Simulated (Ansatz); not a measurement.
Species: C₄H₆, charge 0, singlet. C4H6 (SMILES C#CCC).
B3LYP-D3(BJ)/def2-TZVP minimum from Ansatz (an electronic-structure program):
```xyz
10

C      1.9624     0.1122     0.1289
C      0.8074    -0.2139     0.1311
C     -0.6033    -0.5802     0.1241
C     -1.5185     0.5765    -0.2988
H      2.9860     0.3951     0.1288
H     -0.8849    -0.9290     1.1220
H     -0.7464    -1.4305    -0.5491
H     -2.5615     0.2569    -0.2893
H     -1.2707     0.9171    -1.3043
H     -1.4102     1.4226     0.3801
```

Total energies in cc-pVDZ, 22 correlated electrons, 4 frozen orbitals. Open shells are spin-unrestricted; no spin-orbit coupling. Correlated methods leave the cores frozen. No relativity.

```json
[
 {"method": "HF", "program": "Ansatz", "energy (Eh)": "-154.91163", "minus CCSDT(Q) (mEh)": "603.20"},
 {"method": "MP2", "program": "Ansatz", "energy (Eh)": "-155.44994", "minus CCSDT(Q) (mEh)": "64.89"},
 {"method": "CCSD", "program": "Ansatz", "energy (Eh)": "-155.49192", "minus CCSDT(Q) (mEh)": "22.91"},
 {"method": "CCSD(T)", "program": "Ansatz", "energy (Eh)": "-155.51253", "minus CCSDT(Q) (mEh)": "2.30"},
 {"method": "CCSDT(Q)", "program": "Ansatz", "energy (Eh)": "-155.51483", "minus CCSDT(Q) (mEh)": "0.00"}
]
```

Rough core times of Ansatz's runs on a shared machine: CCSD(T) under 20 s, CCSDT(Q) 10 min.
